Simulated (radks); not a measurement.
Effect of the nuclear size on neutral titanium, [Ar] 3d2 4s2. Calculated with a radial shooting solver on a logarithmic mesh with Libxc functionals: Dirac Kohn-Sham, exchange-only LDA, spin-unpolarised, spherical densities, finite nucleus; open shells fill j = l - 1/2 first; Fermi nuclear charge, rms radius 3.5921 fm. The rms radius is varied about that value; shifts are against it.

| rms radius (fm) | total energy shift (eV) | density at nucleus (e/bohr^3) | 1s1/2 shift (meV) | 2s1/2 shift (meV) | 3s1/2 shift (meV) |
|---|---|---|---|---|---|
| 3.1898 | -0.0103 | 8473 | -4.34 | -0.360 | -0.047 |
| 3.3981 | -0.00510 | 8456 | -2.16 | -0.179 | -0.023 |
| 3.5921 | 0 | 8442 | 0.000 | 0.000 | 0.000 |
| 3.8328 | 0.00670 | 8425 | 2.84 | 0.235 | 0.031 |
| 4.3824 | 0.0236 | 8391 | 9.98 | 0.828 | 0.107 |

Slopes of the eigenvalues against <r^2> in GHz/fm^2, as finite differences over the two radii next to the reference (eigenvalue slopes, not the field-shift constants of lines): 1s1/2 384, 2s1/2 31.9, 3s1/2 4.13.
